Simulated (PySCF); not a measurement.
CH11NOSi3, SMILES O[Si@@H]([SiH3])CN[SiH3].

Geometry optimised at B3LYP-D3(BJ)/def2-SVP. The structure was generated by enumeration; whether it is a known compound was not checked. Other conformers were not sampled.

Two levels are set side by side: TDA-PBE/def2-SVPD (PySCF) and TDA-LC-ωPBE/def2-SVPD (PySCF). Vertical, same geometry. The lowest singlet is HOMO→LUMO 99 % with PBE and HOMO→LUMO 61 %, HOMO→LUMO+5 12 % with the other functional; states are paired by order. Differences are taken from unrounded values.

| quantity | TDA-PBE |
|---|---|
| lowest singlet excitation (eV) | 4.14 |
| lowest triplet excitation (TDA) (eV) | 4.01 |
| first bright state (f over 0.05) (eV) | 5.51 |
| its oscillator strength | 0.05 |

Problem. These are the TDA-PBE values. What does TDA-LC-ωPBE give? (An estimate is asked for; the answer gives what the named calculation found.)

Solution. 
| quantity | TDA-LC-ωPBE | TDA-PBE minus TDA-LC-ωPBE |
|---|---|---|
| lowest singlet excitation (eV) | 6.20 | -2.07 |
| lowest triplet excitation (TDA) (eV) | 5.68 | -1.67 |
| first bright state (f over 0.05) (eV) | 7.17 | -1.66 |
| its oscillator strength | 0.09 | -0.04 |

A lower first singlet is the usual sign of a functional without exact exchange. Differences between two approximate levels are no errors against the true value.

Rough cost on one machine, each run with all the roots and properties that it gave: TDA-LC-ωPBE against TDA-PBE about 4 times.
